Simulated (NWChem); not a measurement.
System meant: CH₅FO₂Si; SMILES CO[Si@@H](O)F

Here is an NWChem input.

```
start job
memory heap 200 mb stack 900 mb global 1100 mb
geometry units angstroms noautoz
  C     -0.040907     2.038357     0.474624
  O     -0.295777     1.105403    -0.545975
  Si    -0.036928    -0.505266    -0.483408
  O      1.444069    -0.779573     0.185223
  F     -1.122893    -1.247698     0.466939
  H     -0.866069     2.060878     1.206506
  H      0.897197     1.812184     1.008491
  H      0.046163     3.037912     0.023625
  H     -0.203193    -1.031443    -1.848937
  H      1.561936    -1.581593     0.701600
end
basis spherical
  C library def2-svp
  O library def2-svp
  Si library def2-svp
  F library def2-svp
  H library def2-svp
end
dft
  xc xpbe96 cpbe96
  iterations 4
  mulliken
end
task dft energy
```

End of the output:

```
    Atom       Charge   Shell Charges
 -----------   ------   -------------------------------------------------------
    1 C    6     5.95   1.96  0.58  0.31  1.85  1.13  0.12
    2 O    8     8.22   1.97  0.90  0.58  2.76  1.98  0.02
    3 Si  14    13.50   2.00  1.92  0.60  0.28  5.81  1.20  0.84  0.86
    4 O    8     8.19   1.97  0.87  0.59  2.72  2.02  0.01
    5 F    9     9.19   1.98  1.02  0.77  3.21  2.21  0.01
    6 H    1     0.98   0.65  0.27  0.06
    7 H    1     0.98   0.64  0.27  0.07
    8 H    1     0.97   0.65  0.26  0.06
    9 H    1     1.10   0.65  0.43  0.02
   10 H    1     0.91   0.55  0.17  0.19

 center of mass
 --------------
 x =  -0.04927095 y =  -0.10733950 z =  -0.01590507

 moments of inertia (a.u.)
 ------------------
         575.315156252037           0.000000000000          -0.000000000000
           0.000000000000         313.296343289554          -0.000000000000
          -0.000000000000          -0.000000000000         710.584906675542

     Multipole analysis of the density
     ---------------------------------

     L   x y z        total         alpha         beta         nuclear
     -   - - -        -----         -----         ----         -------
     0   0 0 0     -0.000000    -25.000000    -25.000000     50.000000

     1   1 0 0      0.347813      0.173906      0.173906      0.000000
     1   0 1 0     -0.091350     -0.045675     -0.045675     -0.000000
     1   0 0 1      0.431642      0.215821      0.215821      0.000000

     2   2 0 0    -28.184264    -72.610526    -72.610526    117.036788
     2   1 1 0     -2.201841      2.362093      2.362093     -6.926027
     2   1 0 1      0.992145     -1.094682     -1.094682      3.181508
     2   0 2 0    -23.014252   -149.828531   -149.828531    276.642809
     2   0 1 1      0.680874     -4.766125     -4.766125     10.213124
     2   0 0 2    -26.190400    -40.951448    -40.951448     55.712497

 ------------------------------------------------------------------------
 dft energy failed                                                                                  0
 ------------------------------------------------------------------------
 ------------------------------------------------------------------------
  current input line :
    27: task dft energy
 ------------------------------------------------------------------------
 ------------------------------------------------------------------------
 This type of error is most commonly associated with calculations not reaching convergence criteria
 ------------------------------------------------------------------------
 For more information see the NWChem manual at https://nwchemgit.github.io

0:dft energy failed:Received an Error in Communication
```

Task: What is wrong, and how is it mended?

Result: The run did not converge; its last values are not results. Cause: the SCF was allowed too few iterations. This input runs:
```
start job
memory heap 200 mb stack 900 mb global 1100 mb
geometry units angstroms noautoz
  C     -0.040907     2.038357     0.474624
  O     -0.295777     1.105403    -0.545975
  Si    -0.036928    -0.505266    -0.483408
  O      1.444069    -0.779573     0.185223
  F     -1.122893    -1.247698     0.466939
  H     -0.866069     2.060878     1.206506
  H      0.897197     1.812184     1.008491
  H      0.046163     3.037912     0.023625
  H     -0.203193    -1.031443    -1.848937
  H      1.561936    -1.581593     0.701600
end
basis spherical
  C library def2-svp
  O library def2-svp
  Si library def2-svp
  F library def2-svp
  H library def2-svp
end
dft
  xc xpbe96 cpbe96
  iterations 150
  mulliken
end
task dft energy
```
It converges to -580.25417 Ha (PBE/def2-SVP).
